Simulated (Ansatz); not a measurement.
Abridged output of a molecular run in Ansatz:

```
Functional definition: HF
1730 factors; integrals over basis functions are off by at most 1.1e-3 eV
mean field evaluation 1: about -30475.7851 eV, gradient 4.7e1 eV
mean field evaluation 2: about -30476.0959 eV, gradient 4.8e1 eV
mean field evaluation 4: about -30480.6425 eV, gradient 3.6e0 eV
mean field evaluation 8: about -30480.7189 eV, gradient 3.4e-1 eV
mean field evaluation 16: about -30480.7195 eV, gradient 1.1e-6 eV
mean field -30480.71950250 eV, -1120.1457811432 hartree, gradient 1.1e-6 eV, S^2 0.000000; 0 other end points of the search recorded, 0 dependent functions left out
16 core orbitals not correlated: weight in the atoms' cores, before any rotation towards them, 1.000 or more for the frozen orbitals, at most 0.000 for the correlated occupied ones
reference -30480.71950250 eV, -1120.1457811432 hartree; 21, 21 occupied and 229, 229 virtual orbitals, 1730 factors
second order -30.41496294 eV of doubles, -0.00000000 eV of singles
cycle   1  -30.40843944 eV  change    6.5e-3 eV  update   1.2e-1
cycle   2  -31.11398935 eV  change   -7.1e-1 eV  update   3.3e-2
cycle   3  -31.23908838 eV  change   -1.3e-1 eV  update   1.7e-2
cycle   4  -31.21951596 eV  change    2.0e-2 eV  update   4.7e-3
cycle   5  -31.21698419 eV  change    2.5e-3 eV  update   2.1e-3
cycle   6  -31.21763361 eV  change   -6.5e-4 eV  update   6.0e-4
cycle   7  -31.21722609 eV  change    4.1e-4 eV  update   2.2e-4
cycle   8  -31.21713799 eV  change    8.8e-5 eV  update   6.6e-5
cycle   9  -31.21717424 eV  change   -3.6e-5 eV  update   2.7e-5
perturbative correction -1.15105255 eV, -0.0423004010 hartree
Total energy: -30513.08772930 eV, -1121.3352915379 hartree
```

Its atoms:

Cartesian coordinates in Å:
```
N -1.396 0.303 -0.440
Si 0.034 -0.578 -0.128
O -0.210 -1.599 1.128
Cl 0.375 -1.594 -1.896
Sb 2.214 0.614 0.512
H -1.721 0.971 0.242
H -1.576 0.622 -1.379
H -1.039 -2.084 1.123
H 1.350 1.614 1.599
H 1.971 1.732 -0.759
```

Task: Which basis set was used?
A. cc-pV(Q+d)Z
B. def2-QZVPP
C. def2-TZVPP
D. cc-pV(D+d)Z

Result: C. It gives 266 functions.

Task: Write the keys of the input that set method, charge and spin (a neutral closed shell needs none for the last two).

Result: 
```yaml
correlation: {method: ccsd_t}
```
